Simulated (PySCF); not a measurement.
Cl$_{2}$Pb, charge -1, doublet, at a GFN2-xTB geometry (such geometries of metal compounds can be far from the true shape) (a state made from the parent by changing its charge; the spin is typed, not shown lowest) (core potentials on Pb), with bond 2-1 at 1.3 times its length. Base run: PySCF with DF-CAMB3LYP/def2-TZVP.

PySCF was given this input:
```python
from pyscf import gto, scf, dft

mol = gto.M(
    atom='''
Pb    0.007043   -0.010256    0.425939
Cl    1.920591    2.191465   -1.443467
Cl   -1.512976   -1.633907   -1.042464
''',
    basis='def2-tzvp',
    ecp={'Pb': 'def2-tzvp'},
    charge=-1,
    spin=1,
    verbose=4,
)

mf = dft.UKS(mol)
mf.xc = 'camb3lyp'
mf = mf.density_fit(auxbasis='def2-universal-jkfit')
mf.kernel()
```

Each row names what was changed in the base input (with any setting that the change needs).

| change | ΔE vs base (mEh) | SCF cycles | <S^2> | outcome |
|---|---|---|---|---|
| base | 0.000 | 14 | 0.753 | converged |
| init_guess = 1e | 23.408 | 31 | 0.753 | another SCF solution |
| init_guess = huckel | 0.000 | 11 | 0.753 | converged |
| init_guess = vsap | - | - | - | input refused |
| conv_tol = 1e-6 | 0.000 | 9 | 0.753 | converged |
| diis_space = 4 | 0.000 | 15 | 0.753 | converged |
| init_guess = mod_huckel | 0.000 | 11 | 0.753 | converged |
| level_shift = 0.1 (with mf.max_cycle = 100) | 0.000 | 15 | 0.753 | converged |
| solver = newton; init_guess = 1e | 0.000 | - | 0.753 | converged |
| init_guess = sap | - | 50 | - | not converged |
| conv_tol = 1e-4 | 0.001 | 7 | 0.753 | converged |
| conv_tol = 1e-7 | 0.000 | 11 | 0.753 | converged |
| DIIS = EDIIS | - | 50 | - | not converged |

A guess, shift, damping, solver or small numerical setting can't move a converged solution much, so rows marked as another SCF solution ended in a different state.

Open shells are given as the SCF converged; they aren't shown to be the lowest states, and a large step between rows can be another state.

- init_guess = vsap: ended with `AssertionError: ECP or PP not supported`
